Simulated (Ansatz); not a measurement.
The same path of BCl2F + H2 (6 atoms, charge 0, multiplicity 1) was run twice with different band settings. Lost on the way: B1–Cl2, H5–H6. Made: B1–H5, Cl2–H6.

Method: RKS PBE/def2-SVP in Ansatz.

Relaxed end points:

```xyz
6
Properties=species:S:1:pos:R:3
B 0.008 0.562 0.082
Cl -0.033 0.940 1.796
Cl 1.505 0.611 -0.831
F -1.118 0.241 -0.537
H 0.412 -2.639 0.629
H 0.286 -2.322 1.318
```

```xyz
6
Properties=species:S:1:pos:R:3
B 0.119 -0.357 -0.612
Cl 0.058 -0.116 2.608
Cl 1.531 0.618 -0.987
F -1.085 0.176 -0.741
H 0.237 -1.528 -0.322
H 0.200 -1.401 2.509
```

Common settings: spring 5.0 eV/Å²; optimiser quadratic models (default); start path through a guess of the saddle point; force threshold 0.05 eV/Å; iteration limit 60; end points relaxed.

| run | movable images | climbing image |
| --- | --- | --- |
| 1 | 7 | yes |
| 2 | 4 | no |

(1) What does each run give, and how far can it be trusted?

Results:

(1) Run 1: converged after 30 iterations, highest image 1.336 eV above the first end. A vibrational analysis at the climbing image gives one clearly imaginary mode, 726i cm⁻¹: a first-order saddle point.
Run 2: converged after 41 iterations, highest image 1.189 eV above the first end. No image climbed, so the highest image needn't sit at the top of the path.
The orbitals stay closed-shell, which can raise the energy where a bond breaks towards radicals; this wasn't checked here.
